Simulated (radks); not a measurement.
Question: These are the eigenvalues of the occupied orbitals of an atom or ion with whole-number occupations (hartree). Method: non-relativistic Kohn-Sham, PBE, spin-polarised, spherical densities, point nucleus; computed with a radial shooting solver on a logarithmic mesh with Libxc functionals.

orbital  eigenvalue
1s        -56.71349
2s         -5.22385
2p         -3.82687

Which element is it, and in what charge state? The configuration may be excited. Open shells, if any, are filled with parallel spins first.

Answer: Z = 13, aluminium, charge +3: Al3+ in [Ne]. The list shows which subshells hold electrons but not how many an open one holds; the 1s level, -56.713 hartree, gives Z - s = 10.7 by -(Z - s)^2/2, which with screening narrows Z to a few neighbours, and the depths of the outer levels then fix element, charge and occupations together.
